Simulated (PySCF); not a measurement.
C2H6AlF, charge +1, doublet, geometry from GFN2-xTB (such geometries of metal compounds can be far from the true shape) (a state made from the parent by changing its charge; the spin is typed, not shown lowest); PBE/STO-3G (PySCF).

Here is a job for PySCF.
```python
from pyscf import gto, scf, dft

mol = gto.M(
    atom='''
Al   -0.067417    0.043178   -0.064645
C     1.854826   -0.187101   -0.676458
H     2.105596   -1.249915   -0.638556
H     2.501818    0.391608   -0.012752
H     1.873977    0.200062   -1.702762
C    -0.670872   -0.547591    1.781208
H    -1.394086   -1.356043    1.630716
H    -1.163713    0.320572    2.232726
H     0.197162   -0.876264    2.355430
F    -1.149785    0.712979   -1.072547
''',
    basis='sto-3g',
    charge=1,
    spin=1,
    verbose=4,
)

mf = dft.UKS(mol)
mf.xc = 'pbe'
mf.grids.prune = None
mf.kernel()
mf.analyze()
```

The log (banner, timings and long lists left out):

```
PySCF version 2.14.0

[INPUT] verbose = 4
[INPUT] num. atoms = 10
[INPUT] num. electrons = 39
[INPUT] charge = 1
[INPUT] spin (= nelec alpha-beta = 2S) = 1
[INPUT] symmetry False subgroup None
[INPUT] Mole.unit = angstrom
[INPUT] Symbol           X                Y                Z      unit          X                Y                Z       unit  Magmom
[INPUT]  1 Al    -0.067417000000   0.043178000000  -0.064645000000 AA   -0.127399666140   0.081594594606  -0.122161345323 Bohr   0.0
[INPUT]  2 C      1.854826000000  -0.187101000000  -0.676458000000 AA    3.505113148723  -0.353569647632  -1.278320354771 Bohr   0.0
[INPUT]  3 H      2.105596000000  -1.249915000000  -0.638556000000 AA    3.978999768980  -2.361997028986  -1.206695955198 Bohr   0.0
[INPUT]  4 H      2.501818000000   0.391608000000  -0.012752000000 AA    4.727750833507   0.740031868189  -0.024097787540 Bohr   0.0
[INPUT]  5 H      1.873977000000   0.200062000000  -1.702762000000 AA    3.541303293734   0.378062387933  -3.217753835317 Bohr   0.0
[INPUT]  6 C     -0.670872000000  -0.547591000000   1.781208000000 AA   -1.267764344639  -1.034797018277   3.365995290884 Bohr   0.0
[INPUT]  7 H     -1.394086000000  -1.356043000000   1.630716000000 AA   -2.634440734090  -2.562549883134   3.081606626946 Bohr   0.0
[INPUT]  8 H     -1.163713000000   0.320572000000   2.232726000000 AA   -2.199098857596   0.605793283204   4.219240651196 Bohr   0.0
[INPUT]  9 H      0.197162000000  -0.876264000000   2.355430000000 AA    0.372582182171  -1.655898972816   4.451117605584 Bohr   0.0
[INPUT] 10 F     -1.149785000000   0.712979000000  -1.072547000000 AA   -2.172778752133   1.347335042566  -2.026820085724 Bohr   0.0

nuclear repulsion = 151.422409304874
number of shells = 20
number of NR pGTOs = 90
number of NR cGTOs = 30
basis = sto-3g
ecp = {}

******** <class 'pyscf.dft.uks.UKS'> ********
method = UKS
initial guess = minao
damping factor = 0
level_shift factor = 0
DIIS = <class 'pyscf.scf.diis.CDIIS'>
diis_start_cycle = 1
diis_space = 8
diis_damp = 0
SCF conv_tol = 1e-09
SCF conv_tol_grad = None
SCF max_cycles = 50
direct_scf = True
direct_scf_tol = 1e-13
number electrons alpha = 20  beta = 19
XC library pyscf.dft.libxc version 7.1.2
    S. Lehtola, C. Steigemann, M. J. T. Oliveira, and M. A. L. Marques,  SoftwareX 7, 1–5 (2018)
XC functionals = pbe
    J. P. Perdew, K. Burke, and M. Ernzerhof,  Phys. Rev. Lett. 77, 3865 (1996)
    J. P. Perdew, K. Burke, and M. Ernzerhof,  Phys. Rev. Lett. 78, 1396 (1997)
    J. P. Perdew, K. Burke, and M. Ernzerhof,  Phys. Rev. Lett. 77, 3865 (1996)
    J. P. Perdew, K. Burke, and M. Ernzerhof,  Phys. Rev. Lett. 78, 1396 (1997)
radial grids:
    Treutler-Ahlrichs [JCP 102, 346 (1995); DOI:10.1063/1.469408] (M4) radial grids

becke partition: Becke, JCP 88, 2547 (1988); DOI:10.1063/1.454033
pruning grids: None
grids dens level: 3
symmetrized grids: False
atomic radii adjust function: <function treutler_atomic_radii_adjust>
small_rho_cutoff = 0
Set gradient conv threshold to 3.16228e-05
tot grids = 193272
init E= -416.164575733292

cycle= 1 E= -416.082303542812  delta_E= 0.0823  |g|= 0.383  |ddm|= 2.53
cycle= 2 E= -412.686262711598  delta_E=  3.4  |g|=  2.4  |ddm|= 2.83
cycle= 3 E= -416.026903971598  delta_E= -3.34  |g|= 0.542  |ddm|= 1.98
cycle= 4 E= -416.229619099214  delta_E= -0.203  |g|= 0.105  |ddm|= 0.593
cycle= 5 E= -416.21997156491  delta_E= 0.00965  |g|= 0.145  |ddm|= 0.205
cycle= 6 E= -416.237167120827  delta_E= -0.0172  |g|= 0.0208  |ddm|= 0.194
cycle= 7 E= -416.237501055547  delta_E= -0.000334  |g|= 0.00941  |ddm|= 0.0547
cycle= 8 E= -416.237583837781  delta_E= -8.28e-05  |g|= 0.00104  |ddm|= 0.0185
cycle= 9 E= -416.237584483105  delta_E= -6.45e-07  |g|= 0.000677  |ddm|= 0.00294
cycle= 10 E= -416.237584852671  delta_E= -3.7e-07  |g|= 0.000217  |ddm|= 0.00125
cycle= 11 E= -416.237584892966  delta_E= -4.03e-08  |g|= 3.13e-05  |ddm|= 0.000321
cycle= 12 E= -416.237584893843  delta_E= -8.77e-10  |g|= 2.66e-06  |ddm|= 5.68e-05
Extra cycle  E= -416.237584893645  delta_E= 1.98e-10  |g|= 1.53e-05  |ddm|= 2.93e-05
converged SCF energy = -416.237584893645  <S^2> = 0.75337718  2S+1 = 2.0033743
**** SCF Summaries ****
Total Energy =                        -416.237584893644851
Nuclear Repulsion Energy =             151.422409304874179
One-electron Energy =                 -869.593814717201212
Two-electron Energy =                  301.933820518682182
Two-electron Coulomb Energy =          343.501943733579481
DFT Exchange-Correlation Energy =      -41.568123214897305
**** MO energy ****
                             alpha | beta                alpha | beta
MO #1   energy= -55.0773833401063  | -55.0773777631512  occ= 1 | 1
MO #2   energy= -24.2386110940126  | -24.2336477291472  occ= 1 | 1
MO #3   energy= -9.91889484389589  | -9.9143520208943   occ= 1 | 1
MO #4   energy= -9.91884596826679  | -9.91432459764983  occ= 1 | 1
MO #5   energy= -4.05574079359536  | -4.05569790039205  occ= 1 | 1
MO #6   energy= -2.60305243309194  | -2.60334609908444  occ= 1 | 1
MO #7   energy= -2.59952420328154  | -2.59992248432745  occ= 1 | 1
MO #8   energy= -2.59912084017855  | -2.59810401545474  occ= 1 | 1
MO #9   energy= -1.23801882403422  | -1.21984481150788  occ= 1 | 1
MO #10  energy= -0.808328427858801 | -0.795371751120088 occ= 1 | 1
MO #11  energy= -0.799228433211843 | -0.786339310488148 occ= 1 | 1
MO #12  energy= -0.545928415543482 | -0.539671940901224 occ= 1 | 1
MO #13  energy= -0.54017486985634  | -0.53539068951611  occ= 1 | 1
MO #14  energy= -0.53785862565237  | -0.531878771480349 occ= 1 | 1
MO #15  energy= -0.536890609993709 | -0.52946018380902  occ= 1 | 1
MO #16  energy= -0.534175492833807 | -0.528300633966753 occ= 1 | 1
MO #17  energy= -0.475266741933657 | -0.446132176627837 occ= 1 | 1
MO #18  energy= -0.463759887301347 | -0.440582997044345 occ= 1 | 1
MO #19  energy= -0.443773492906571 | -0.434945635684802 occ= 1 | 1
MO #20  energy= -0.413443078437505 | -0.377039695648484 occ= 1 | 0
MO #21  energy= -0.120271057541177 | -0.121187530752291 occ= 0 | 0
MO #22  energy= -0.106207662626535 | -0.088181796735508 occ= 0 | 0
MO #23  energy= 0.11237017681546   | 0.116274719979623  occ= 0 | 0
MO #24  energy= 0.118564690774675  | 0.133639711471032  occ= 0 | 0
MO #25  energy= 0.194095229474349  | 0.200548730404854  occ= 0 | 0
MO #26  energy= 0.202121587692985  | 0.211824491592534  occ= 0 | 0
MO #27  energy= 0.205795645537797  | 0.212317117934378  occ= 0 | 0
MO #28  energy= 0.207040658213564  | 0.21707125563072   occ= 0 | 0

To work with the spin densities directly, `use mulliken_meta_spin()` only printing them here.

 ** Mulliken spin pop alpha/beta on meta-lowdin orthogonal AOs **
 ** Mulliken Spin Density (per AO)  **
spin_pop of  0 Al 1s       -0.00000
spin_pop of  0 Al 2s        0.00001
spin_pop of  0 Al 3s       -0.03853
spin_pop of  0 Al 2px       0.00002
spin_pop of  0 Al 2py       0.00000
spin_pop of  0 Al 2pz       0.00002
spin_pop of  0 Al 3px       0.03508
spin_pop of  0 Al 3py      -0.00540
spin_pop of  0 Al 3pz       0.03316
spin_pop of  1 C 1s       -0.00000
spin_pop of  1 C 2s        0.02097
spin_pop of  1 C 2px       0.25716
spin_pop of  1 C 2py       0.00916
spin_pop of  1 C 2pz       0.04559
spin_pop of  2 H 1s       -0.00332
spin_pop of  3 H 1s       -0.00323
spin_pop of  4 H 1s        0.00375
spin_pop of  5 C 1s       -0.00000
spin_pop of  5 C 2s        0.02111
spin_pop of  5 C 2px       0.04532
spin_pop of  5 C 2py       0.02747
spin_pop of  5 C 2pz       0.24049
spin_pop of  6 H 1s        0.00029
spin_pop of  7 H 1s        0.00123
spin_pop of  8 H 1s       -0.00470
spin_pop of  9 F 1s       -0.00000
spin_pop of  9 F 2s        0.00103
spin_pop of  9 F 2px       0.15531
spin_pop of  9 F 2py       0.00806
spin_pop of  9 F 2pz       0.14996
 ** Mulliken Spin Density (per atom)  **
spin density of  0 Al =      0.02436
spin density of  1 C =      0.33288
spin density of  2 H =     -0.00332
spin density of  3 H =     -0.00323
spin density of  4 H =      0.00375
spin density of  5 C =      0.33438
spin density of  6 H =      0.00029
spin density of  7 H =      0.00123
spin density of  8 H =     -0.00470
spin density of  9 F =      0.31435
 ** Mulliken pop alpha/beta on meta-lowdin orthogonal AOs **
 ** Mulliken pop       alpha | beta **
pop of  0 Al 1s        1.00000 | 1.00000
pop of  0 Al 2s        0.99997 | 0.99996
pop of  0 Al 3s        0.49142 | 0.52995
pop of  0 Al 2px       0.99856 | 0.99854
pop of  0 Al 2py       0.99880 | 0.99879
pop of  0 Al 2pz       0.99858 | 0.99856
pop of  0 Al 3px       0.25282 | 0.21774
pop of  0 Al 3py       0.12425 | 0.12965
pop of  0 Al 3pz       0.24062 | 0.20747
pop of  1 C 1s        0.99977 | 0.99977
pop of  1 C 2s        0.55988 | 0.53890
pop of  1 C 2px       0.61031 | 0.35315
pop of  1 C 2py       0.54653 | 0.53737
pop of  1 C 2pz       0.55365 | 0.50806
pop of  2 H 1s        0.45053 | 0.45385
pop of  3 H 1s        0.45057 | 0.45381
pop of  4 H 1s        0.45451 | 0.45076
pop of  5 C 1s        0.99976 | 0.99977
pop of  5 C 2s        0.55995 | 0.53884
pop of  5 C 2px       0.55576 | 0.51045
pop of  5 C 2py       0.54904 | 0.52157
pop of  5 C 2pz       0.60628 | 0.36579
pop of  6 H 1s        0.45243 | 0.45214
pop of  7 H 1s        0.45299 | 0.45176
pop of  8 H 1s        0.45008 | 0.45478
pop of  9 F 1s        0.99997 | 0.99997
pop of  9 F 2s        0.94770 | 0.94668
pop of  9 F 2px       0.89344 | 0.73813
pop of  9 F 2py       0.90236 | 0.89430
pop of  9 F 2pz       0.89948 | 0.74952
In total            20.00000 | 19.00000
 ** Mulliken atomic charges   ( Nelec_alpha | Nelec_beta ) **
charge of  0Al =      0.81434  (     6.10501      6.08065 )
charge of  1C =     -0.20737  (     3.27012      2.93725 )
charge of  2H =      0.09562  (     0.45053      0.45385 )
charge of  3H =      0.09562  (     0.45057      0.45381 )
charge of  4H =      0.09474  (     0.45451      0.45076 )
charge of  5C =     -0.20721  (     3.27080      2.93642 )
charge of  6H =      0.09543  (     0.45243      0.45214 )
charge of  7H =      0.09525  (     0.45299      0.45176 )
charge of  8H =      0.09514  (     0.45008      0.45478 )
charge of  9F =      0.02844  (     4.64296      4.32860 )

WARN: System has nonzero charge 1; the dipole moment is origin-dependent.
Location of origin: [0. 0. 0.]

Dipole moment(X, Y, Z, Debye):  0.49703, -0.31126,  0.47044
```
